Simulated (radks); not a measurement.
Results of a calculation; reference values are marked as such.
The gadolinium ion Gd3+, [Xe] 4f7. Code: a radial shooting solver on a logarithmic mesh with Libxc functionals. Model: non-relativistic Kohn-Sham, exchange-only LDA, spin-polarised, spherical densities, point nucleus. Every spin shell is full or empty, so the densities are truly spherical. Functionals are evaluated on that one density, not self-consistently. Rank these exchange functionals by their error against the exact value of the orbitals, and give that value: LDA, PBEsol, OPTX, B86b, TPSS, revTPSS, r2SCAN, MS2, Tao-Mo.

Answer. Exact: -235.622 hartree. From best to worst, with 100 (|E| - |E exact|)/|E exact| (equal figures are ties): r2SCAN -0.07, B86b +0.11, TPSS -0.26, MS2 -0.54, Tao-Mo -0.73, revTPSS -0.82, OPTX +1.68, PBEsol -1.92, LDA -4.20.
